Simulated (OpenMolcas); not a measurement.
Computed levels of 2s2 2p2 in ions with 6 electrons, in cm-1 above 3P0.

| Quantity | Value |
| --- | --- |
| Program | OpenMolcas |
| Method | SS-CASPT2, IPEA 0.25 Eh, imaginary shift 0.1 Eh |
| Basis | ANO-RCC-VTZP |
| Scalar Hamiltonian | DKH2, point nucleus |
| Spin-orbit coupling | state interaction with AMFI integrals over the reference wave functions, term energies averaged over their components |

Active space for each ion: 4 electrons in 8 orbitals (2s 2p 3s 3p); closed shells correlated by CASPT2: 1s.

```tsv
Level	C	N+	O2+	Ne4+
3P1	15.0	45.5	109	401
3P2	44.8	135	323	1156
1D2	10450	15720	20900	30860
1S0	21180	32400	43380	64050
```

Question: Estimate 3P2, 1D2, 1S0 for F3+ from its neighbours O2+ and Ne4+.

Answer: 3P2 is fine structure, which grows about as the fourth power of a screened charge, so the fourth roots are averaged: ((323^0.25 + 1156^0.25) / 2)^4 = 643. The calculation gives 650, so the estimate is off by -1.1 %; the measured value is 613 (Moore, Atomic Energy Levels, vol. I, NSRDS-NBS 35 (1971 reprint of NBS Circular 467, 1949)).
1D2 is another term, which grows about linearly with the charge: (20900 + 30860) / 2 = 25880. The calculation gives 26000, so the estimate is off by -0.5 %; the measured value is 25241 (Moore, Atomic Energy Levels, vol. I, NSRDS-NBS 35 (1971 reprint of NBS Circular 467, 1949)).
1S0 is another term, which grows about linearly with the charge: (43380 + 64050) / 2 = 53715. The calculation gives 54100, so the estimate is off by -0.7 %; the measured value is 53544 (Moore, Atomic Energy Levels, vol. I, NSRDS-NBS 35 (1971 reprint of NBS Circular 467, 1949)).

CASPT2 does not keep the components of a term degenerate, so their means are used; among the terms shown or strongly mixed into the levels shown the widest spread is 31 cm-1 (2s2 2p2 1D, N+). The run also gave levels led by 2s2 2p 3s, which use shells meant for correlation; these and all levels above them are left out (holds for C; N+). Active for correlation alone: 3p 3s; no level in the range computed is led by a configuration that fills them, so any true level of that kind is missing (holds for O2+; F3+; Ne4+). Computed and measured levels are paired by configuration, term and J; levels that our copy of the source lacks, or whose pairing is in doubt (as where it misses far off the trend of its configuration), stay unpaired and out of the deviations. Levels of configurations outside the active space are missing.
